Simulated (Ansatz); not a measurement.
Job for Ansatz (a program for electronic structure): R-B3LYP/def2-TZVPP on C2H3N (SMILES [C-]#[N+]C).

Ansatz 0.2 input:
```yaml
crystal:
  periodic: [false, false, false]
  atoms:
    - {symbol: C, position_ang: [-0.48206394, 0.00765315, -0.01064044]}
    - {symbol: N, position_ang: [0.93538195, -0.01491439, 0.02059193]}
    - {symbol: C, position_ang: [2.09942869, -0.03341714, 0.04624741]}
    - {symbol: H, position_ang: [-0.84570851, -0.69166439, -0.76307554]}
    - {symbol: H, position_ang: [-0.87718005, -0.27832838, 0.96380265]}
    - {symbol: H, position_ang: [-0.82975815, 1.01057115, -0.25702602]}
basis:
  gaussian:
    orbitals: def2-TZVPP
hamiltonian:
  xc: {name: B3LYP}
scf: {lower_state_search: off}
```

Task: What total energy does the run end on?

Result: -132.7738 hartree.
